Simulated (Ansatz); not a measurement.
`[OH][Zr]([Cl])([Cl])[Cl]` and `[OH][Hf]([Cl])([Cl])[Cl]` differ in one element.

Ansatz, PBE0-D4/def2-TZVP geometries, multiplicity 1. Each molecule was computed in one conformer, which needn't be the lowest.

Elements past krypton have def2 core potentials.

```
                                      property  `[OH][Zr]([Cl])([Cl])[Cl]`
           HOMO energy (B3LYP/def2-TZVPP) / eV                       -9.01
zero-point energy (PBE0-D4/def2-TZVP) / kJ/mol                        42.2
       HOMO–LUMO gap (ωB97M-V/def2-TZVPP) / eV                       11.66
size of the dipole moment (PBE/def2-TZVPP) / D                        2.87
           HOMO–LUMO gap (PBE/def2-TZVPP) / eV                        5.18
            LUMO energy (PBE0/def2-TZVPP) / eV                       -1.94
```

(1) What does the change do to each property? (Estimate.)

Results:

(1) Ansatz gave: 
```json
{"property": "HOMO energy (B3LYP/def2-TZVPP) / eV", "`[OH][Hf]([Cl])([Cl])[Cl]`": "-9.01", "shift": "0.00"}
{"property": "zero-point energy (PBE0-D4/def2-TZVP) / kJ/mol", "`[OH][Hf]([Cl])([Cl])[Cl]`": "41.7", "shift": "-0.5"}
{"property": "HOMO–LUMO gap (ωB97M-V/def2-TZVPP) / eV", "`[OH][Hf]([Cl])([Cl])[Cl]`": "12.21", "shift": "0.55"}
{"property": "size of the dipole moment (PBE/def2-TZVPP) / D", "`[OH][Hf]([Cl])([Cl])[Cl]`": "2.80", "shift": "-0.07"}
{"property": "HOMO–LUMO gap (PBE/def2-TZVPP) / eV", "`[OH][Hf]([Cl])([Cl])[Cl]`": "5.68", "shift": "0.50"}
{"property": "LUMO energy (PBE0/def2-TZVPP) / eV", "`[OH][Hf]([Cl])([Cl])[Cl]`": "-1.40", "shift": "0.54"}
```

Dipoles are sizes alone; their direction can turn.

B3LYP here is the variant with VWN-RPA as its local correlation; programs differ in this.
